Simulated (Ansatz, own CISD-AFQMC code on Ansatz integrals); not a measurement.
H6Si3, SMILES `[SiH2]=[SiH][SiH3]` (charge 0, multiplicity 1).

Cartesian coordinates (Å):
```xyz
9

Si     1.9682    -0.3822     0.6560
Si     0.3632     0.8890    -0.0059
Si    -1.6723    -0.1105    -0.5138
H      2.0135    -1.7919     0.2174
H      3.2884     0.1323     1.0760
H      0.3585     2.2893     0.4765
H     -1.4097    -1.5507    -0.7400
H     -2.6604     0.0475     0.5803
H     -2.2494     0.4773    -1.7466
```
Charge 0, multiplicity 1.

Frozen-core correlation energies in cc-pVDZ at a geometry from B3LYP-D3(BJ)/def2-TZVP, on an HF energy of -870.21622 Ha (<S^2> = 0.00, restricted and unstable towards unrestricted orbitals). Wave-function levels are from Ansatz, the walk from an own CISD-AFQMC code on Ansatz integrals (time step 0.005/Ha, trial state from CCSD amplitudes, largest double 0.16).

```
level    correlation energy (mHa)
-------  ------------------------
MP2                        -301.1
CCSD                       -362.9
CCSD(T)                    -376.1
```

**Question.** What correlation energy does phaseless AFQMC give, and where does it lie among these levels?

**Answer.** -378.0 ± 0.4 mHa (one standard error). AFQMC minus each level: MP2 -76.9 mHa, CCSD -15.1 mHa, CCSD(T) -1.9 mHa.
